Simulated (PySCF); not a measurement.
C₄H₃S, SMILES [c]1cscc1, multiplicity 2.

Coordinates come from a PBE-D3(BJ)/def2-SVP optimisation. The isomer is the one that the SMILES or the coordinates give; other isomers of the formula were not compared.

All values below come from PBE-D3(BJ)/def2-SVP (PySCF).

Frequencies are harmonic and unscaled.

```json
[
 {"mode": "1", "ν (cm⁻¹)": "434", "IR (km/mol)": "0.1", "moving atoms (share of kinetic energy)": "C 72 %, S 15 %, H 13 %"},
 {"mode": "2", "ν (cm⁻¹)": "533", "IR (km/mol)": "8.2", "moving atoms (share of kinetic energy)": "C 82 %, H 18 %"},
 {"mode": "3", "ν (cm⁻¹)": "587", "IR (km/mol)": "1.1", "moving atoms (share of kinetic energy)": "S 53 %, C 42 %"},
 {"mode": "4", "ν (cm⁻¹)": "600", "IR (km/mol)": "0.1", "moving atoms (share of kinetic energy)": "H 78 %, C 22 %"},
 {"mode": "5", "ν (cm⁻¹)": "708", "IR (km/mol)": "89.2", "moving atoms (share of kinetic energy)": "H 86 %, C 14 %"},
 {"mode": "6", "ν (cm⁻¹)": "721", "IR (km/mol)": "0.5", "moving atoms (share of kinetic energy)": "C 74 %, S 22 %"},
 {"mode": "7", "ν (cm⁻¹)": "782", "IR (km/mol)": "12.6", "moving atoms (share of kinetic energy)": "C 78 %, H 15 %"},
 {"mode": "8", "ν (cm⁻¹)": "833", "IR (km/mol)": "3.3", "moving atoms (share of kinetic energy)": "C 70 %, H 17 %, S 13 %"},
 {"mode": "9", "ν (cm⁻¹)": "838", "IR (km/mol)": "0.0", "moving atoms (share of kinetic energy)": "H 77 %, C 23 %"},
 {"mode": "10", "ν (cm⁻¹)": "1033", "IR (km/mol)": "11.5", "moving atoms (share of kinetic energy)": "H 65 %, C 34 %"},
 {"mode": "11", "ν (cm⁻¹)": "1042", "IR (km/mol)": "8.8", "moving atoms (share of kinetic energy)": "H 86 %, C 13 %"},
 {"mode": "12", "ν (cm⁻¹)": "1130", "IR (km/mol)": "2.8", "moving atoms (share of kinetic energy)": "H 68 %, C 32 %"},
 {"mode": "13", "ν (cm⁻¹)": "1310", "IR (km/mol)": "0.6", "moving atoms (share of kinetic energy)": "C 64 %, H 36 %"},
 {"mode": "14", "ν (cm⁻¹)": "1422", "IR (km/mol)": "3.0", "moving atoms (share of kinetic energy)": "C 92 %"},
 {"mode": "15", "ν (cm⁻¹)": "1497", "IR (km/mol)": "2.7", "moving atoms (share of kinetic energy)": "C 96 %"},
 {"mode": "16", "ν (cm⁻¹)": "3158", "IR (km/mol)": "0.6", "moving atoms (share of kinetic energy)": "H 92 %, C 8 %"},
 {"mode": "17", "ν (cm⁻¹)": "3179", "IR (km/mol)": "0.6", "moving atoms (share of kinetic energy)": "H 91 %, C 9 %"},
 {"mode": "18", "ν (cm⁻¹)": "3196", "IR (km/mol)": "5.9", "moving atoms (share of kinetic energy)": "H 91 %, C 9 %"}
]
```
